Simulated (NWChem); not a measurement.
PbHOCl, singlet; SMILES [Cl][Pb][OH]

```xyz
4

Pb     0.2382     0.3349     0.0000
Cl    -0.1749    -2.1355     0.0000
O     -1.8294     0.8738     0.0000
H     -1.9199     1.8488     0.0000
```
Atoms are numbered in this order, from 1.

All runs: NWChem. Low-valent species are run as closed-shell singlets; no triplet was tried in these runs. The geometry was optimised at PBE-D3(BJ)/def2-SVP. def2 effective core potentials on Pb; no spin-orbit coupling.

Question: Order these by “orbital gap (eV)”, lowest first: PW6B95/def2-SVP; PBE/def2-SVP; MPW1K/def2-SVP; LC-BLYP (range parameter 0.33 per bohr)/def2-SVP; CAM-B3LYP/def2-SVP.

Answer: PBE/def2-SVP (3.13), PW6B95/def2-SVP (5.09), MPW1K/def2-SVP (6.34), CAM-B3LYP/def2-SVP (7.09), LC-BLYP (range parameter 0.33 per bohr)/def2-SVP (8.79)
